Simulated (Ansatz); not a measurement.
Born–Oppenheimer molecular dynamics of AlF3 (4 atoms, charge 0, multiplicity 1). It starts from a relaxed structure.

Level of theory: Ansatz 0.2.0, RKS B3LYP-D4/6-31G*.

```
ensemble        : NVT, Nosé–Hoover chain
time step       : 1 fs
steps asked     : 150
set temperature : 700 K
thermostat      : time constant 100 fs, chain length 3 (defaults)
seed            : 834533
```

First frame:

```xyz
4
Properties=species:S:1:pos:R:3
Al 0.000 0.000 0.000
F 0.000 0.000 1.639
F 1.419 0.000 -0.819
F -1.419 0.000 -0.819
```

Task: How far do the bonds stretch over the last three quarters of this one trajectory? (Pairs bonded in most of those frames.)

Result: 
```json
{"bond": "Al1–F2", "mean (Å)": "1.651", "spread (Å)": "0.042", "shortest": "1.57", "longest": "1.72"}
{"bond": "Al1–F3", "mean (Å)": "1.641", "spread (Å)": "0.047", "shortest": "1.56", "longest": "1.74"}
{"bond": "Al1–F4", "mean (Å)": "1.639", "spread (Å)": "0.015", "shortest": "1.62", "longest": "1.67"}
```

Mean temperature of the second half: 507 K. The conserved energy stayed within 0.33 meV per atom of its start (net change 0.14 meV per atom), so the integration is sound. The mean temperature of the second half is 28 % below the set value. A run of 0.15 ps of so small a system gives no equilibrium averages.

Time of the run: 4.3 min on 1 thread of Arm Neoverse V1 (shared host), peak memory 0.11 GiB.
